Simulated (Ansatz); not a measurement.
**Worked example: the barrier**

An elementary step of AlH5O4, singlet (AlH₅O₄ ([OH][OH][AlH]([OH])[OH]) → AlH₃O₄ ([OH][Al]1([OH])[O][OH]1) + H₂; bonds formed: Al1–O7, H2–H5; dative contacts that become bonds: Al1–O6; bonds broken: Al1–H2, H5–O6). “Start” is the structure reached by relaxing down from the saddle towards the reactants; PBE0-D4/def2-TZVP structures. The saddle:

```json
{"atom": "Al1", "x (Å)": "-0.4537", "y (Å)": "-0.1313", "z (Å)": "0.3051"}
{"atom": "H2", "x (Å)": "-1.0558", "y (Å)": "1.5160", "z (Å)": "0.1324"}
{"atom": "O3", "x (Å)": "1.1390", "y (Å)": "-0.1685", "z (Å)": "0.9098"}
{"atom": "O4", "x (Å)": "-1.7461", "y (Å)": "-1.1151", "z (Å)": "0.7419"}
{"atom": "H5", "x (Å)": "-0.5722", "y (Å)": "1.3101", "z (Å)": "-0.7535"}
{"atom": "O6", "x (Å)": "-0.0818", "y (Å)": "0.3509", "z (Å)": "-1.4328"}
{"atom": "O7", "x (Å)": "1.3003", "y (Å)": "0.4374", "z (Å)": "-1.7749"}
{"atom": "H8", "x (Å)": "1.4478", "y (Å)": "-0.4370", "z (Å)": "1.7704"}
{"atom": "H9", "x (Å)": "-1.7125", "y (Å)": "-2.0272", "z (Å)": "1.0193"}
{"atom": "H10", "x (Å)": "1.7350", "y (Å)": "0.2646", "z (Å)": "-0.9177"}
```

Program: Ansatz 0.2.0. Basis: def2-TZVPP and def2-QZVPP. Cores are frozen in the correlated methods.

Energies in eV:

| quantity | saddle | start |
| --- | --- | --- |
| Hartree–Fock, triple zeta (X = 3) | -14814.03549 | -14815.45005 |
| Hartree–Fock, quadruple zeta (X = 4) | -14814.64355 | -14816.04848 |
| MP2 correlation, X = 3 | -29.57256 | -29.08594 |
| MP2 correlation, X = 4 | -31.94465 | -31.45152 |
| CCSD(T) correlation, X = 3 | -31.04301 | -30.63710 |

Work out the barrier at the basis limit: extrapolate Hartree–Fock as E(X) = E∞ + A exp(−7.88 √X) and the MP2 correlation as E(X) = E∞ + B X^−2.97 (the exponents that Neese and Valeev fitted for def2-TZVPP and QZVPP), then add CCSD(T) − MP2 in triple zeta.

Each step is linear, so take the differences first (saddle − start): Hartree–Fock 1.41456 (X = 3) and 1.40493 (X = 4); MP2 correlation -0.48662 and -0.49313; CCSD(T) correlation -0.40591.
Two points give E∞ = E(4) + w [E(4) − E(3)], with w = 1/(exp(7.88 (2 − √3)) − 1) = 0.1377 for Hartree–Fock and w = 1/((4/3)^2.97 − 1) = 0.7407 for the correlation.
Hartree–Fock: 1.40493 + 0.1377 × (-0.00963) = 1.4036 eV.
MP2 correlation: -0.49313 + 0.7407 × (-0.00651) = -0.4980 eV.
CCSD(T) − MP2: -0.40591 − (-0.48662) = 0.0807 eV.
Sum: 1.4036 + (-0.4980) + 0.0807 = 0.9863 eV, or 22.74 kcal/mol. Plain CCSD(T) in triple zeta gives 1.0087 eV, so the larger basis shifts the result by -0.0224 eV.

T1 diagnostic: at most 0.014.

Labels in which every atom is bracketed show which atoms are joined, not bond orders.

For scale, one of the runs: CCSD(T)/def2-TZVPP, 236 basis functions, launched by `ansatz run in.yaml --threads 4 --pin off --events-out ev --progress --plain --max-ram 9574MiB`. The run took 2.6 min on 4 CPU threads of an Arm Neoverse V1 (shared host), with 4.5 GiB of host memory at its peak.
